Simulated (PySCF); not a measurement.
Mg(H)(NH2), SMILES [NH2][MgH] (H3MgN), B3LYP/def2-SVP optimised geometry.

```
5

Mg     0.41     0.00     0.00
H      2.10     0.00     0.00
N     -1.49     0.00     0.00
H     -2.10    -0.26     0.77
H     -2.10     0.26    -0.78
```

Density from B3LYP/def2-TZVP run with PySCF 2.14.0 at that geometry.

Minimum of the electron density along straight lines between bonded atoms, close to the bond critical point (lines longer than 1.1 times the sum of covalent radii, or with two minima, are not listed):

```tsv
bond	length / Å	ρ at the minimum / e bohr⁻³	∇²ρ there / e bohr⁻⁵	position (fraction from the first atom)
Mg1–H2	1.693	0.055	(withheld)	0.52
Mg1–N3	1.897	(withheld)	(withheld)	0.43
N3–H4	1.019	0.327	-1.45	0.73
N3–H5	1.019	0.327	-1.45	0.73
```

**Question.** Complete the blanks.

**Answer.** 
- Mg1–H2, ∇²ρ there / e bohr⁻⁵: 0.22
- Mg1–N3, ρ at the minimum / e bohr⁻³: 0.069
- Mg1–N3, ∇²ρ there / e bohr⁻⁵: 0.48
